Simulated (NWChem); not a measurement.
Molecule: C4H4F2; SMILES [C@@H]1(F)C=C[C@H]1F

```xyz
10

F     -1.7415     0.1968    -0.8778
C     -0.6801    -0.3885    -0.2173
C     -0.6295    -0.2491     1.2876
C      0.6295     0.2491     1.2876
C      0.6801     0.3885    -0.2173
F      1.7415    -0.1968    -0.8778
H     -0.5489    -1.4270    -0.5949
H     -1.3631    -0.4868     2.0727
H      1.3631     0.4868     2.0727
H      0.5489     1.4270    -0.5949
```
Atoms are numbered in this order, from 1.

Program: NWChem. Pople sets run with spherical d functions. Structure relaxed at the PBE-D3(BJ)/def2-SVP level. Level MN15/6-31G*: energy and gradient on several grids; changes count from the extra-fine grid, which is no exact limit either.

Task: Which is the coarsest grid (medium; xfine; xcoarse; coarse; fine) from which on the energy stays within 100 μHa and each gradient component within 200 μHa/bohr of xfine?

Result: medium.
```csv
grid,size of the energy change (μHa),largest change of a gradient component (μHa/bohr),"time, medium = 1 (rough)"
xcoarse,80000,2000,about 1
coarse,400,100,about 1
medium,40,< 30,about 1
fine,< 10,< 30,about 1
xfine,< 10,< 30,3
```
